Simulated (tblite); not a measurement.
Compound: C₅H₄ClF₂O (doublet state).
SMILES with atom numbers: `[F:1][C:2]1[O:3][CH:4]=[CH:5][CH2:6][C@@:7]1([F:8])[Cl:9]` (hydrogens: H10 on C4; H11 on C5; H12, H13 on C6)

Computed geometry: GFN2-xTB, gas phase. This method treats the open shell by occupation alone, without spin polarisation.

Some entries are withheld.

```json
{"coordinate": "F1–C2", "value": "1.344 Å"}
{"coordinate": "C2–O3", "value": "?"}
{"coordinate": "O3–C4", "value": "1.350 Å"}
{"coordinate": "C4=C5", "value": "?"}
{"coordinate": "C5–C6", "value": "1.498 Å"}
{"coordinate": "C6–C7", "value": "1.527 Å"}
{"coordinate": "C7–F8", "value": "?"}
{"coordinate": "C7–Cl9", "value": "1.799 Å"}
{"coordinate": "C2–C7", "value": "?"}
{"coordinate": "C4–H10", "value": "1.078 Å"}
{"coordinate": "C5–H11", "value": "1.075 Å"}
{"coordinate": "C6–H12", "value": "1.092 Å"}
{"coordinate": "C6–H13", "value": "1.094 Å"}
{"coordinate": "F1–C2–O3", "value": "?"}
{"coordinate": "F1–C2–C7", "value": "119.0°"}
{"coordinate": "O3–C2–C7", "value": "122.5°"}
{"coordinate": "C2–O3–C4", "value": "?"}
{"coordinate": "O3–C4–C5", "value": "123.9°"}
{"coordinate": "C4–C5–C6", "value": "121.8°"}
{"coordinate": "C5–C6–C7", "value": "110.8°"}
{"coordinate": "C6–C7–F8", "value": "?"}
{"coordinate": "C6–C7–Cl9", "value": "110.9°"}
{"coordinate": "F8–C7–Cl9", "value": "105.2°"}
{"coordinate": "C2–C7–C6", "value": "111.1°"}
{"coordinate": "C2–C7–F8", "value": "111.5°"}
{"coordinate": "C2–C7–Cl9", "value": "109.4°"}
```

Task: Fill in the missing values.

Result: 
- C2–O3 = 1.342 Å, drawn single (ends: carbon bonded to C, F and O; oxygen bonded to 2 C); 0.05 Å below the sum of covalent radii, 1.39 Å.
- C4=C5 = 1.334 Å, drawn double (ends: carbon bonded to C, O and H; carbon bonded to 2 C and H); 0.13 Å below the sum of covalent radii, 1.46 Å.
- C7–F8 = 1.394 Å, drawn single (ends: carbon bonded to 2 C, Cl and F; fluorine bonded to C); 0.06 Å above the sum of covalent radii, 1.33 Å.
- C2–C7 = 1.478 Å, drawn single (ends: carbon bonded to C, F and O; carbon bonded to 2 C, Cl and F); 0.01 Å below the sum of covalent radii, 1.49 Å.
- F1–C2–O3 = 111.7°, at the carbon bonded to C, F and O; the outer atoms are 2.223 Å apart.
- C2–O3–C4 = 118.2°, at the oxygen bonded to 2 C, inside a 6-membered ring; the outer atoms are 2.311 Å apart.
- C6–C7–F8 = 108.6°, at the carbon bonded to 2 C, Cl and F; the outer atoms are 2.374 Å apart.

Radii are Cordero's, carbon taken as 0.76, 0.73 or 0.69 Å for four, three, and two or fewer neighbours.

Its GFN2-xTB frequencies are all real (lowest 56 cm⁻¹). Torsions: F1–C2–O3–C4 -168°, C2–O3–C4–C5 -2°, C4–C5–C6–C7 22°, C5–C6–C7–F8 87°. 3 starts were optimised and ended at 0.00, 0.00 and 0.19 kcal/mol (GFN2-xTB); the lowest of these is shown.

One conformer stands for the species.
